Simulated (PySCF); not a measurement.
Core-level binding energies of (H2Al-mu-OH)3

Species: (H2Al-mu-OH)3.
Geometry (PBE0-D3(BJ)/def2-SVP, Å), atoms numbered from 1 in this order:
```xyz
15
Al3H9O3 angstrom
Al     1.7901    0.8242   -0.2180
H      3.0543    0.1209   -0.8756
H      1.8326    2.2345    0.5111
O      0.3351    0.8791   -1.3854
Al    -0.9813   -0.4364   -1.4438
H     -0.2516   -1.8329   -1.6384
H     -2.1420    0.1343   -2.3751
O     -1.6465   -0.3627    0.2955
Al    -0.5842   -0.4736    1.8282
H     -0.6901   -1.9063    2.5086
H     -0.7578    0.8973    2.6111
O      1.0131   -0.4808    0.8668
H      0.1223    1.7174   -1.8106
H     -2.5504   -0.0396    0.3838
H      1.4236   -1.3516    0.7858
```

Theory: PySCF, delta-SCF UKS SCAN, pcX-2 on the ionised atom, pcseg-1 elsewhere, spin-free X2C. These are vertical core ionisation energies against the vacuum level, from separate self-consistent calculations with and without the core hole.

List the computed XPS lines with their assignment.

| atom(s) | environment | level | binding energy (eV) | count |
| --- | --- | --- | --- | --- |
| Al1/Al5/Al9 | aluminium bonded to 2 O and 2 H | Al 1s | 1567.12 | 3 |
| O4/O8/O12 | oxygen bonded to 2 Al and H | O 1s | 539.66 | 3 |

Which photon energy gives electrons from Al 1s of Al1/Al5/Al9 a kinetic energy of 100 eV, and what is their de Broglie wavelength?

hν = 1567.12 + 100 = 1667.12 eV, recoil neglected; λ = 12.264 Å/√(E/eV) = 1.23 Å.

Which photon wavelength matches the Al 1s of Al1/Al5/Al9 threshold?

λ = hc/E = 12398.42 eV Å / 1567.12 eV = 7.912 Å.

Topologically equivalent atoms share the value of their first member; where this conformer doesn't relate them by symmetry, their own values could differ. Isolated species at its PBE0-D3(BJ)/def2-SVP geometry (one conformer only).
